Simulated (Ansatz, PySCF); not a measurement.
Reaction (SMILES): CC(C)[Si](O)(O)O [trihydroxy(propan-2-yl)silane] + 2 C (CH4) + 3 [SiH4] (SiH4) -> 2 CC (C2H6) + C[SiH3] [methylsilane] + 3 O[SiH3] [hydroxysilane]
Structures are relaxed separately at B3LYP-D3(BJ)/def2-TZVP in Ansatz (a quantum-chemistry and plane-wave program), one conformer each, not searched for the lowest. Frequencies are from Ansatz or PySCF.

Quantity: bond separation energy (enthalpy at 298 K, with B3LYP-D3(BJ) rigid-rotor harmonic-oscillator terms), in eV. Cores are frozen in the correlated levels unless marked. No spin-orbit coupling. Non-relativistic. Basis-set limits of correlation are two-point, X^-3; Hartree-Fock from the larger set. The bracket is a focal-point correction in the basis named.

| level | program | bond separation energy (eV) | minus last row |
|---|---|---|---|
| BLYP-D4/def2-TZVPD | Ansatz + dftd4 | 0.91 | 0.01 |
| revPBE-D4/def2-TZVPD | Ansatz + dftd4 | 0.97 | 0.07 |
| B97M-V/def2-TZVPD | Ansatz | 0.93 | 0.03 |
| PBE0/def2-TZVPD | Ansatz | 0.77 | -0.13 |
| LC-wPBE-D3(BJ)/def2-TZVPD | Ansatz + dftd3 | 0.90 | 0.00 |
| MP2/STO-3G | Ansatz | 0.89 | -0.01 |
| RI-MP2/cc-pV(T+d)Z | Ansatz | 0.92 | 0.02 |
| SCS-MP2/6-31G | Ansatz | 1.26 | 0.36 |
| SCS-MP2/cc-pV(T+d)Z | Ansatz | 0.83 | -0.07 |
| CCSD/cc-pV(D+d)Z | Ansatz | 0.98 | 0.08 |
| CCSD(T)/6-31G | Ansatz | 1.37 | 0.47 |
| CCSD(T)/6-31G* | Ansatz | 1.16 | 0.26 |
| CCSD(T)/cc-pVTZ | Ansatz | 0.96 | 0.06 |
| CCSD(T) with core electrons (1s frozen past Ne)/cc-pwCVTZ | Ansatz | 0.96 | 0.06 |
| RI-MP2/CBS(cc-pV(T+d)Z,cc-pV(Q+d)Z)+[CCSD(T)-MP2]/cc-pV(T+d)Z | Ansatz | 0.90 | 0.00 |
